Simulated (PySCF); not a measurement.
C$_{6}$H$_{9}$O (SMILES O=C1CC[CH]CC1), doublet, geometry from GFN2-xTB; CCSD(T)/STO-3G (PySCF).

Input for PySCF:
```python
from pyscf import gto, scf, cc

mol = gto.Mole()
mol.atom = '''
    O    -2.309910    0.162614    0.323506
    C    -1.118539    0.078743    0.156653
    C    -0.193762    1.266530    0.280114
    C     1.069283    1.126461   -0.572151
    C     1.786051   -0.125735   -0.250138
    C     1.019617   -1.273516    0.279598
    C    -0.435094   -1.222260   -0.192042
    H    -0.745572    2.175386    0.034013
    H     0.089505    1.330912    1.335163
    H     1.721873    1.991766   -0.421300
    H     0.774488    1.147725   -1.633947
    H     2.847327   -0.200447   -0.398771
    H     1.480756   -2.217226   -0.027232
    H     1.026318   -1.274498    1.381742
    H    -1.018054   -2.051230    0.212985
    H    -0.462696   -1.304640   -1.282897
'''
mol.basis = 'sto-3g'
mol.charge = 0
mol.spin = 1
mol.verbose = 4
mol.build()

mf = scf.UHF(mol)
mf.kernel()

mycc = cc.CCSD(mf)
mycc.kernel()
et = mycc.ccsd_t()
print('E(CCSD(T)) = %.10f' % (mycc.e_tot + et))
```

It wrote (shortened):

```
PySCF version 2.14.0

[INPUT] verbose = 4
[INPUT] num. atoms = 16
[INPUT] num. electrons = 53
[INPUT] charge = 0
[INPUT] spin (= nelec alpha-beta = 2S) = 1
[INPUT] symmetry False subgroup None
[INPUT] Mole.unit = angstrom
[INPUT] Symbol           X                Y                Z      unit          X                Y                Z       unit  Magmom
[INPUT]  1 O     -2.309910000000   0.162614000000   0.323506000000 AA   -4.365097272394   0.307295924020   0.611337739654 Bohr   0.0
[INPUT]  2 C     -1.118539000000   0.078743000000   0.156653000000 AA   -2.113732369645   0.148802704227   0.296031266591 Bohr   0.0
[INPUT]  3 C     -0.193762000000   1.266530000000   0.280114000000 AA   -0.366157113348   2.393394828545   0.529338743656 Bohr   0.0
[INPUT]  4 C      1.069283000000   1.126461000000  -0.572151000000 AA    2.020652019653   2.128702780004  -1.081208691896 Bohr   0.0
[INPUT]  5 C      1.786051000000  -0.125735000000  -0.250138000000 AA    3.375147234506  -0.237604714272  -0.472692313346 Bohr   0.0
[INPUT]  6 C      1.019617000000  -1.273516000000   0.279598000000 AA    1.926796881951  -2.406596455252   0.528363644976 Bohr   0.0
[INPUT]  7 C     -0.435094000000  -1.222260000000  -0.192042000000 AA   -0.822208498442  -2.309736653011  -0.362906784414 Bohr   0.0
[INPUT]  8 H     -0.745572000000   2.175386000000   0.034013000000 AA   -1.408926886144   4.110883755213   0.064275254675 Bohr   0.0
[INPUT]  9 H      0.089505000000   1.330912000000   1.335163000000 AA    0.169139936779   2.515059175897   2.523092401653 Bohr   0.0
[INPUT] 10 H      1.721873000000   1.991766000000  -0.421300000000 AA    3.253868391283   3.763892244220  -0.796141616279 Bohr   0.0
[INPUT] 11 H      0.774488000000   1.147725000000  -1.633947000000 AA    1.463570206762   2.168885916316  -3.087712332055 Bohr   0.0
[INPUT] 12 H      2.847327000000  -0.200447000000  -0.398771000000 AA    5.380668217079  -0.378789932491  -0.753567976419 Bohr   0.0
[INPUT] 13 H      1.480756000000  -2.217226000000  -0.027232000000 AA    2.798223297306  -4.189949896265  -0.051461021824 Bohr   0.0
[INPUT] 14 H      1.026318000000  -1.274498000000   1.381742000000 AA    1.939459936711  -2.408452166306   2.611113954809 Bohr   0.0
[INPUT] 15 H     -1.018054000000  -2.051230000000   0.212985000000 AA   -1.923843240018  -3.876262918492   0.402483318640 Bohr   0.0
[INPUT] 16 H     -0.462696000000  -1.304640000000  -1.282897000000 AA   -0.874368718932  -2.465412291153  -2.424323976026 Bohr   0.0

nuclear repulsion = 300.335350834623
number of shells = 30
number of NR pGTOs = 132
number of NR cGTOs = 44
basis = sto-3g
ecp = {}

******** <class 'pyscf.scf.uhf.UHF'> ********
method = UHF
initial guess = minao
damping factor = 0
level_shift factor = 0
DIIS = <class 'pyscf.scf.diis.CDIIS'>
diis_start_cycle = 1
diis_space = 8
diis_damp = 0
SCF conv_tol = 1e-09
SCF conv_tol_grad = None
SCF max_cycles = 50
direct_scf = True
direct_scf_tol = 1e-13
number electrons alpha = 27  beta = 26
Set gradient conv threshold to 3.16228e-05
init E= -305.207660990274

cycle= 1 E= -303.285591436415  delta_E= 1.92  |g|= 0.487  |ddm|= 3.58
cycle= 2 E= -303.414774448991  delta_E= -0.129  |g|= 0.362  |ddm|= 1.01
cycle= 3 E= -303.48050894895  delta_E= -0.0657  |g|= 0.0498  |ddm|= 0.406
cycle= 4 E= -303.484198940818  delta_E= -0.00369  |g|= 0.0167  |ddm|= 0.128
cycle= 5 E= -303.484594551595  delta_E= -0.000396  |g|= 0.00717  |ddm|= 0.0396
cycle= 6 E= -303.484675782971  delta_E= -8.12e-05  |g|= 0.00186  |ddm|= 0.0224
cycle= 7 E= -303.484681963614  delta_E= -6.18e-06  |g|= 0.000828  |ddm|= 0.00598
cycle= 8 E= -303.484683210638  delta_E= -1.25e-06  |g|= 0.000449  |ddm|= 0.00221
cycle= 9 E= -303.484683836259  delta_E= -6.26e-07  |g|= 0.000305  |ddm|= 0.00169
cycle= 10 E= -303.48468414403  delta_E= -3.08e-07  |g|= 0.000312  |ddm|= 0.00082
cycle= 11 E= -303.484683807228  delta_E= 3.37e-07  |g|= 0.000294  |ddm|= 0.000884
cycle= 12 E= -303.484682675672  delta_E= 1.13e-06  |g|= 0.00021  |ddm|= 0.00386
cycle= 13 E= -303.484682077704  delta_E= 5.98e-07  |g|= 7.53e-05  |ddm|= 0.00449
cycle= 14 E= -303.484682047921  delta_E= 2.98e-08  |g|= 2.09e-05  |ddm|= 0.00136
cycle= 15 E= -303.484682048872  delta_E= -9.51e-10  |g|= 1.3e-05  |ddm|= 0.000116
Extra cycle  E= -303.484682049284  delta_E= -4.11e-10  |g|= 1.04e-05  |ddm|= 3.14e-05
converged SCF energy = -303.484682049284  <S^2> = 0.76601137  2S+1 = 2.0159478

******** <class 'pyscf.cc.uccsd.UCCSD'> ********
CC2 = 0
CCSD nocc = (np.int64(27), np.int64(26)), nmo = (44, 44)
max_cycle = 50
direct = 0
conv_tol = 1e-07
conv_tol_normt = 1e-06
diis_space = 6
diis_start_cycle = 0
diis_start_energy_diff = 1e+09
Init t2, MP2 energy = -0.346902123837419
Init E_corr(UCCSD) = -0.346902123994391
cycle = 1  E_corr(UCCSD) = -0.405056296314681  dE = -0.0581541723  norm(t1,t2) = 0.106211
cycle = 2  E_corr(UCCSD) = -0.426199191471635  dE = -0.0211428952  norm(t1,t2) = 0.0392743
cycle = 3  E_corr(UCCSD) = -0.436747935826335  dE = -0.0105487444  norm(t1,t2) = 0.018938
cycle = 4  E_corr(UCCSD) = -0.439125437469004  dE = -0.00237750164  norm(t1,t2) = 0.00611988
cycle = 5  E_corr(UCCSD) = -0.43899748907169  dE = 0.000127948397  norm(t1,t2) = 0.00240427
cycle = 6  E_corr(UCCSD) = -0.439007852102681  dE = -1.0363031e-05  norm(t1,t2) = 0.000683881
cycle = 7  E_corr(UCCSD) = -0.439026498962181  dE = -1.86468595e-05  norm(t1,t2) = 0.000322773
cycle = 8  E_corr(UCCSD) = -0.439027610226733  dE = -1.11126455e-06  norm(t1,t2) = 0.000113963
cycle = 9  E_corr(UCCSD) = -0.439026821035092  dE = 7.89191641e-07  norm(t1,t2) = 5.17776e-05
cycle = 10  E_corr(UCCSD) = -0.439027287268446  dE = -4.66233354e-07  norm(t1,t2) = 2.64103e-05
cycle = 11  E_corr(UCCSD) = -0.439027180717768  dE = 1.06550679e-07  norm(t1,t2) = 1.34903e-05
cycle = 12  E_corr(UCCSD) = -0.439026880267543  dE = 3.00450225e-07  norm(t1,t2) = 8.06406e-06
cycle = 13  E_corr(UCCSD) = -0.439026518572535  dE = 3.61695008e-07  norm(t1,t2) = 4.97621e-06
cycle = 14  E_corr(UCCSD) = -0.439026441649196  dE = 7.69233391e-08  norm(t1,t2) = 2.28637e-06
cycle = 15  E_corr(UCCSD) = -0.43902647728044  dE = -3.56312443e-08  norm(t1,t2) = 9.74534e-07
UCCSD converged
E(UCCSD) = -303.9237085265641  E_corr = -0.43902647728044
UCCSD(T) correction = -0.0055415921116617
E(CCSD(T)) = -303.9292501187
```
